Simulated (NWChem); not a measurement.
System: BeHOCl; SMILES [OH][Be][Cl]

```xyz
4

Be     0.0037     0.5854     0.0000
Cl     0.0073    -1.2321     0.0000
O      0.0605     1.9936     0.0000
H     -0.6233     2.6547     0.0000
```
Atoms are numbered in this order, from 1.

All runs: NWChem. Pople sets run with spherical d functions. Geometry: optimised at PBE0-D3(BJ)/def2-TZVP.

Problem. What does the run give for TPSSh/6-31G*? Quantities: highest occupied level (eV); orbital gap (eV); dipole (D).

Solution. 
```yaml
highest occupied level (eV): -8.16
orbital gap (eV): 8.41
dipole (D): 2.38
```
